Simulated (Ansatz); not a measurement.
Ansatz (an electronic-structure program) job for C3H5ClSi, SMILES [Si@@H](Cl)(C)C#C, B3LYP-D3(BJ)/def2-SVP. 

Ansatz 0.2 input:
```yaml
crystal:
  periodic: [false, false, false]
  atoms:
    - {symbol: C, position_ang: [2.31552600, -1.54887609, 0.21594507]}
    - {symbol: C, position_ang: [1.31501899, -0.95870608, -0.09443369]}
    - {symbol: Si, position_ang: [-0.22683434, -0.03962333, -0.55057190]}
    - {symbol: C, position_ang: [-1.73400067, -1.12527053, -0.15913553]}
    - {symbol: Cl, position_ang: [-0.29970137, 1.65498558, 0.56746279]}
    - {symbol: H, position_ang: [3.19100238, -2.06683329, 0.48581196]}
    - {symbol: H, position_ang: [-0.16100035, 0.33709936, -1.96351417]}
    - {symbol: H, position_ang: [-2.66224672, -0.61476162, -0.40226464]}
    - {symbol: H, position_ang: [-1.77032692, -1.38869843, 0.89503182]}
    - {symbol: H, position_ang: [-1.70609026, -2.04971799, -0.72818114]}
basis:
  gaussian:
    orbitals: def2-SVP
hamiltonian:
  xc: b3lyp
  dispersion: d3bj
relax: {f_tol: 0.002, max_steps: 200}
```

Output:

```
WARN ansatz: RAYON_NUM_THREADS=2 ignored (pool sized by the plan → 2); use --threads N
Functional definition: B3LYP
integrals: 0.06 GiB planned
1108 factors; integrals over basis functions are off by at most 5.3e-4 eV
mean field: 0.44 GiB planned
mean field evaluation 1: about -23576.7447 eV, gradient 5.6e1 eV
mean field evaluation 2: about -23574.2712 eV, gradient 6.2e1 eV
mean field evaluation 4: about -23584.8987 eV, gradient 2.7e0 eV
mean field evaluation 8: about -23584.9284 eV, gradient 3.1e-1 eV
mean field evaluation 16: about -23584.9287 eV, gradient 4.3e-5 eV
mean field -23584.92868844 eV, -866.7301428613 hartree, gradient 4.3e-5 eV, S^2 0.000000; 0 other end points of the search recorded, 0 dependent functions left out
the calculation of the forces begins
reference -23584.92894350 eV, -866.7301522347 hartree; 27, 27 occupied and 76, 76 virtual orbitals, 1108 factors
relax step   1: F+E_penalty+E_count = -23585.36601823 eV  Δ(F+E_penalty+E_count) = +0.000e0 eV  max|allowed force component| = 1.572e0 eV/Å  Δτ_max = 0.0000 Å  (27 SCF iters, accepted)
these checks for a lower state are left out or cut short: starts, cluster_reference, orbital_swaps, neighbouring_geometries, increment
integrals: 0.06 GiB planned
1108 factors; integrals over basis functions are off by at most 5.5e-4 eV
mean field: 0.43 GiB planned
mean field -23585.00603575 eV, -866.7329853224 hartree, gradient 8.3e-6 eV, S^2 0.000000; 0 other end points of the search recorded, 0 dependent functions left out
the calculation of the forces begins
reference -23585.00629365 eV, -866.7329948002 hartree; 27, 27 occupied and 76, 76 virtual orbitals, 1108 factors
relax step   2: F+E_penalty+E_count = -23585.44052901 eV  Δ(F+E_penalty+E_count) = -7.451e-2 eV  max|allowed force component| = 3.167e-1 eV/Å  Δτ_max = 0.0571 Å  (31 SCF iters, accepted)
these checks for a lower state are left out or cut short: starts, cluster_reference, orbital_swaps, neighbouring_geometries, increment
integrals: 0.06 GiB planned
1108 factors; integrals over basis functions are off by at most 5.4e-4 eV
mean field: 0.43 GiB planned
mean field -23585.00940217 eV, -866.7331090361 hartree, gradient 8.6e-6 eV, S^2 0.000000; 0 other end points of the search recorded, 0 dependent functions left out
the calculation of the forces begins
reference -23585.00965980 eV, -866.7331185041 hartree; 27, 27 occupied and 76, 76 virtual orbitals, 1108 factors
relax step   3: F+E_penalty+E_count = -23585.44564621 eV  Δ(F+E_penalty+E_count) = -5.117e-3 eV  max|allowed force component| = 5.756e-2 eV/Å  Δτ_max = 0.0224 Å  (32 SCF iters, accepted)
these checks for a lower state are left out or cut short: starts, cluster_reference, orbital_swaps, neighbouring_geometries, increment
integrals: 0.06 GiB planned
1108 factors; integrals over basis functions are off by at most 5.4e-4 eV
mean field: 0.43 GiB planned
mean field evaluation 32: about -23585.0095 eV, gradient 4.4e-1 eV
mean field -23585.00974284 eV, -866.7331215555 hartree, gradient 1.8e-5 eV, S^2 0.000000; 0 other end points of the search recorded, 0 dependent functions left out
the calculation of the forces begins
reference -23585.01000047 eV, -866.7331310234 hartree; 27, 27 occupied and 76, 76 virtual orbitals, 1108 factors
relax step   4: F+E_penalty+E_count = -23585.44607668 eV  Δ(F+E_penalty+E_count) = -4.305e-4 eV  max|allowed force component| = 2.335e-2 eV/Å  Δτ_max = 0.0057 Å  (24 SCF iters, accepted)
these checks for a lower state are left out or cut short: starts, cluster_reference, orbital_swaps, neighbouring_geometries, increment
integrals: 0.06 GiB planned
1108 factors; integrals over basis functions are off by at most 5.4e-4 eV
mean field: 0.43 GiB planned
mean field -23585.00986225 eV, -866.7331259438 hartree, gradient 7.9e-5 eV, S^2 0.000000; 0 other end points of the search recorded, 0 dependent functions left out
the calculation of the forces begins
reference -23585.01011988 eV, -866.7331354116 hartree; 27, 27 occupied and 76, 76 virtual orbitals, 1108 factors
relax step   5: F+E_penalty+E_count = -23585.44614456 eV  Δ(F+E_penalty+E_count) = -6.788e-5 eV  max|allowed force component| = 2.290e-2 eV/Å  Δτ_max = 0.0021 Å  (21 SCF iters, accepted)
these checks for a lower state are left out or cut short: starts, cluster_reference, orbital_swaps, neighbouring_geometries, increment
integrals: 0.06 GiB planned
1108 factors; integrals over basis functions are off by at most 5.4e-4 eV
mean field: 0.43 GiB planned
mean field -23585.01007730 eV, -866.7331338469 hartree, gradient 8.6e-6 eV, S^2 0.000000; 0 other end points of the search recorded, 0 dependent functions left out
the calculation of the forces begins
reference -23585.01033497 eV, -866.7331433159 hartree; 27, 27 occupied and 76, 76 virtual orbitals, 1108 factors
relax step   6: F+E_penalty+E_count = -23585.44627707 eV  Δ(F+E_penalty+E_count) = -1.325e-4 eV  max|allowed force component| = 1.253e-2 eV/Å  Δτ_max = 0.0158 Å  (31 SCF iters, accepted)
these checks for a lower state are left out or cut short: starts, cluster_reference, orbital_swaps, neighbouring_geometries, increment
integrals: 0.06 GiB planned
1108 factors; integrals over basis functions are off by at most 5.5e-4 eV
mean field: 0.43 GiB planned
mean field -23585.01011836 eV, -866.7331353558 hartree, gradient 2.3e-5 eV, S^2 0.000000; 0 other end points of the search recorded, 0 dependent functions left out
the calculation of the forces begins
reference -23585.01037605 eV, -866.7331448255 hartree; 27, 27 occupied and 76, 76 virtual orbitals, 1108 factors
relax step   7: F+E_penalty+E_count = -23585.44631280 eV  Δ(F+E_penalty+E_count) = -3.573e-5 eV  max|allowed force component| = 1.220e-3 eV/Å  Δτ_max = 0.0040 Å  (24 SCF iters, accepted)
integrals: 0.06 GiB planned
1108 factors; integrals over basis functions are off by at most 5.5e-4 eV
mean field: 0.43 GiB planned
mean field evaluation 64: about -23585.0101 eV, gradient 2.2e-2 eV
mean field -23585.01011836 eV, -866.7331353558 hartree, gradient 2.3e-5 eV, S^2 0.000000; 1 other end points of the search recorded, 0 dependent functions left out
the calculation of the forces begins
reference -23585.01037605 eV, -866.7331448255 hartree; 27, 27 occupied and 76, 76 virtual orbitals, 1108 factors
Total energy: -23585.44657048 eV, -866.7491746752 hartree
Atom 0 at     2.316081    -1.558352     0.212845 Å, force     0.000618    -0.000207     0.000552 eV/Å
Atom 1 at     1.304455    -0.950493    -0.085066 Å, force    -0.000596     0.000205    -0.001220 eV/Å
Atom 2 at    -0.235322    -0.066149    -0.537986 Å, force     0.000167    -0.001071    -0.000236 eV/Å
Atom 3 at    -1.727956    -1.122639    -0.160781 Å, force     0.000144     0.000394     0.000548 eV/Å
Atom 4 at    -0.341209     1.691536     0.578720 Å, force    -0.000162     0.000699     0.000666 eV/Å
Atom 5 at     3.211692    -2.091302     0.476771 Å, force    -0.000259     0.000160     0.000032 eV/Å
Atom 6 at    -0.168295     0.320715    -1.969565 Å, force     0.000544    -0.000185    -0.000117 eV/Å
Atom 7 at    -2.655844    -0.586243    -0.413240 Å, force    -0.000319    -0.000660     0.000207 eV/Å
Atom 8 at    -1.752417    -1.380861     0.909026 Å, force    -0.000090     0.000290     0.000097 eV/Å
Atom 9 at    -1.689838    -2.056613    -0.744573 Å, force    -0.000047     0.000374    -0.000530 eV/Å
Dipole moment:    -0.021252    -0.391577    -0.079055 e Å
```

Self-consistency was reached.

Cost: roughly 26 core-seconds.
